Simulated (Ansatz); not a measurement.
Basis-set extrapolation for FH₆NOSi₂, SMILES `O[SiH2]N[SiH2]F` (PBE0-D4/def2-TZVP geometry, frozen core, the Gaussian-basis code of Ansatz). Multiplicity 1, RHF reference.

|  | def2-TZVPP | def2-QZVPP |
| --- | --- | --- |
| HF | -810.427476 | -810.458129 |
| MP2 correlation | -0.945931 | -1.024780 |
| CCSD(T) correlation | -1.014816 | not run |

Energies in hartree. Use E(X) = E(∞) + A·exp(−7.88·√X) for Hartree–Fock and E(X) = E(∞) + B·X^(−2.97) for correlation, with X = 3 and 4, and add CCSD(T) minus MP2 of the smaller set to the MP2 limit.

Question: What is the CCSD(T) energy at the basis-set limit?

Answer: HF limit: -810.458129 + (-0.030653) × 0.13774 = -810.46235. MP2 limit: -1.024780 + (-0.078849) × 0.74074 = -1.08319. Higher-order term: -1.014816 − (-0.945931) = -0.06888. Total: -811.61442 hartree, 4.68 eV below CCSD(T)/def2-TZVPP.
